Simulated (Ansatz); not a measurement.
Molecule: FeF$_{2}$ (charge 0, quintet). SMILES: [F][Fe][F]
Geometry: optimised at B3LYP-D3(BJ)/def2-TZVP (Ansatz, a program for electronic structure).

Property: vertical electron affinity to the quartet, in eV. Terms: six Cartesian d functions in 6-31G* and its kin unless marked 5d; non-relativistic; open shells spin-unrestricted; LANL2DZ with its own core potentials from Na on; each state is the SCF solution reached for its charge and spin; dispersion terms only where a functional's name holds one; spin-orbit terms left out. Ab initio and DFT rows: single points at B3LYP-D3(BJ) geometries (Ansatz). The spin state of an ion or metal species was assumed, not searched.

```json
[
 {"level": "PBE/6-31G*", "program": "Ansatz", "vertical electron affinity to the quartet (eV)": "0.79"},
 {"level": "PBE/6-31G* with LANL2DZ past Ar", "program": "Ansatz", "vertical electron affinity to the quartet (eV)": "1.31"},
 {"level": "B3LYP/3-21G", "program": "Ansatz", "vertical electron affinity to the quartet (eV)": "0.21"},
 {"level": "B3LYP/6-31G*", "program": "Ansatz", "vertical electron affinity to the quartet (eV)": "0.83"},
 {"level": "B3LYP/6-31G* with LANL2DZ past Ar", "program": "Ansatz", "vertical electron affinity to the quartet (eV)": "1.33"},
 {"level": "PBE0/def2-TZVPD", "program": "Ansatz", "vertical electron affinity to the quartet (eV)": "1.26"},
 {"level": "wB97M-V/def2-TZVPD", "program": "Ansatz", "vertical electron affinity to the quartet (eV)": "1.40"},
 {"level": "wB97X-V/def2-TZVPD", "program": "Ansatz", "vertical electron affinity to the quartet (eV)": "1.31"}
]
```

No value to compare with is used here. The 5 habitual levels span 0.21 (B3LYP/3-21G) to 1.33 eV (B3LYP/6-31G* with LANL2DZ past Ar); wB97X-V/def2-TZVPD gives 1.31.

The levels are drawn from those run, B3LYP/6-31G* more often than the rest, none by its result; left out are runs that failed, that the program found above a lower state of the same kind, or whose <S^2> lies over 0.5 above the pure value.
